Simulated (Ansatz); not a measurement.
`O[SiH][SiH](O)Cl` radical, 9 atoms. The species carries charge 0 and has multiplicity 2. All runs use 2 threads of an AMD EPYC 7R13 on a shared host and a share of an NVIDIA H100 80 GB. Correlated methods freeze the cores. Open-shell runs search over several starts.

Task: Give the basis size and wall time and peak host memory of each of these runs in Ansatz. UKS PBE0-D4/def2-SVP energy; UKS r2SCANh-D4/def2-TZVPP energy; UKS HSE06 (plane-wave form)-D4/def2-TZVPP energy; UKS r2SCAN0-D4/def2-TZVPP energy; UKS PBE0-D4/def2-QZVPP energy; UKS ωB97M-V/def2-SVP energy; UKS PBE0-D4/def2-TZVP frequencies; UKS ωB97M-V/def2-QZVPP energy; UKS PBE0-D4/def2-TZVP relaxation (8 steps); UKS PBE-QIDH (frozen core)/def2-TZVPP energy; UHF-CCSD(T)/def2-SVP energy; UHF-CCSD(T)/def2-TZVPP energy. (Estimate.)

Result: The calculation gave: Other jobs shared the machine, so times are rough.

```tsv
level	job	functions	wall time	peak host memory (GiB)
UKS PBE0-D4/def2-SVP	energy	102	1.8 s	0.8
UKS HSE06 (plane-wave form)-D4/def2-TZVPP	energy	244	2.6 s	0.86
UKS r2SCAN0-D4/def2-TZVPP	energy	244	2.7 s	0.92
UKS ωB97M-V/def2-SVP	energy	102	3 s	0.93
UKS PBE0-D4/def2-QZVPP	energy	444	3.3 s	0.99
UKS r2SCANh-D4/def2-TZVPP	energy	244	3.5 s	0.91
UHF-CCSD(T)/def2-SVP	energy	102	3.6 s	0.79
UKS PBE-QIDH (frozen core)/def2-TZVPP	energy	244	3.6 s	1.1
UKS ωB97M-V/def2-QZVPP	energy	444	6 s	1.2
UHF-CCSD(T)/def2-TZVPP	energy	244	11 s	1.1
UKS PBE0-D4/def2-TZVP	relaxation (8 steps)	197	12 s	0.9
UKS PBE0-D4/def2-TZVP	frequencies	197	44 s	0.9
```
